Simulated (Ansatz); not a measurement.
`[SiH3]C[CH]1[AlH][S]1` at its PBE0-D4/def2-TZVP geometry, where that method's forces vanish. The species carries charge 0 and has multiplicity 1.

```xyz
12

Si    1.7568    0.4271    0.6747
C     0.3221   -0.6722    0.1346
C    -1.0083    0.0493    0.0664
Al   -2.3978   -0.2444   -1.2305
S    -1.0966    1.4242   -1.2766
H     2.0600    1.4719   -0.3358
H     2.9809   -0.3953    0.8863
H     1.4027    1.0918    1.9595
H     0.5774   -1.1342   -0.8252
H     0.2424   -1.4926    0.8591
H    -1.2758    0.4979    1.0230
H    -3.5639   -1.0234   -1.9353
```

(1) What forces (eV/Å) does PBE-D4/def2-TZVPP give on these atoms in Ansatz 0.2.0? (Estimate.)

Answers

(1) The calculation gave: 
```
Si1  0.054  0.016  0.017
C2  -0.024  0.021 -0.003
C3   0.044 -0.125  0.117
Al4 -0.221 -0.176 -0.056
S5   0.133  0.395 -0.202
H6   0.030  0.110 -0.101
H7   0.127 -0.075  0.023
H8  -0.035  0.069  0.126
H9   0.054 -0.099 -0.182
H10 -0.009 -0.160  0.139
H11 -0.058  0.084  0.198
H12 -0.094 -0.060 -0.075
```
